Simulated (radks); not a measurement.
All-electron atom: the gallium ion Ga20+ in [Ne] 3s1.

All-electron calculation, non-relativistic Kohn-Sham, r2SCAN, spin-polarised, spherical densities, point nucleus; open shells are filled with parallel spins first; meta-GGA in the generalised Kohn-Sham scheme. Program: a radial shooting solver on a logarithmic mesh with Libxc functionals.

Energy parts (Ry):
part                       energy
total                 -3391.01526
kinetic                3390.14925
electron-nucleus      -7303.47160
Hartree                 623.65045
exchange-correlation   -101.34336

Orbitals (lengths in bohr, moments of r in powers of bohr; <r^-3> diverges for s and p1/2):
orbital  occ.  eigenvalue (Ry)  <r^-3>  <1/r>      <r>
1s up       1        -805.2451       -  30.51  0.04941
1s down     1        -805.1610       -  30.51  0.04941
2s up       1        -149.6912       -  6.807   0.2174
2s down     1        -149.6143       -  6.804   0.2174
2p up       3        -139.7154   872.2  6.746   0.1884
2p down     3        -139.6159   872.4  6.747   0.1883
3s up       1        -57.52782       -  2.681   0.5413
3s down     0        -55.77278       -  2.684   0.5439

The highest occupied level is 3s up at -782.71 eV. Summed over all electrons, <r^2> = 0.7084 bohr^2, which gives a Langevin (diamagnetic) susceptibility term of -0.561 x 10^-6 cm^3/mol. The density falls to 0.001 e/bohr^3 at r = 1.21 bohr. For comparison, the ionisation energy in NIST's Atomic Spectra Database is 807.31 eV (semi-empirical). In exact Kohn-Sham theory the highest level is minus the ionisation energy, but local and semilocal functionals leave it too shallow, through self-interaction and a potential that decays too fast; potentials with the right tail come closer. The spin density at the nucleus is 213.3 e/bohr^3 (1s 2.5, 2s 1.1, 3s 209.7), a Fermi contact field of 1.12e+04 T. Spin moment in Bohr magnetons: 1.
